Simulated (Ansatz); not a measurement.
Reaction (formal hydrolysis of a Ta–F bond): `[O]=[Ta]([OH])([F])[F]` + H₂O → `[O]=[Ta]([OH])([OH])[F]` + H–F

Program: Ansatz. Geometries: PBE0-D4/def2-TZVP. ΔE: electronic, gas phase. CCSD(T)/CBS adds triple-zeta CCSD(T) − MP2 to the extrapolated MP2 energy (def2 sets, frozen cores). This one scheme is used for every species. DFT in def2-TZVPP. Elements past krypton have def2 core potentials. For Ta outer-core shells are correlated without core-valence functions, which leaves a few kJ/mol of doubt a bond. Each species was taken in one conformer, which may not be the lowest.

```
       level  ΔE (kJ/mol)
   CAM-B3LYP         34.3
HF/CBS(def2)         35.2
```

**Question.** What does CCSD(T)/CBS give? (An estimate is asked.)

**Answer.** The calculation gave: +27.1 kJ/mol. The listed levels differ from it by 7.2, 8.1 kJ/mol.

**Question.** What do rigid-rotor, harmonic-oscillator terms from PBE0-D4/def2-TZVP frequencies (298.15 K, 1 bar) make of the CCSD(T)/CBS value? (Estimate.)

**Answer.** Ansatz gave: ΔZPE = -2.8 kJ/mol, ΔH = +24.5 kJ/mol, ΔS = -8 J/(mol·K), ΔG = +26.8 kJ/mol.

Largest T1 diagnostic among the species: 0.020.

Leaving LDA and LC-ωPBE aside and taking each functional with its dispersion term where it has one, the values, not all of them listed here, spread over 9.6 kJ/mol, from PBE-QIDH to B97M-V. LDA lies −7.4 kJ/mol from PBE without D4. From BLYP to BHLYP (50 % exact exchange), in def2-TZVPP and without D4, ΔE moves by −4.9 kJ/mol. In def2-TZVPP, CCSD(T) changes the Hartree–Fock value by −6.3 kJ/mol (the triples alone add −0.5 kJ/mol) and MP2 by −8.2 kJ/mol.
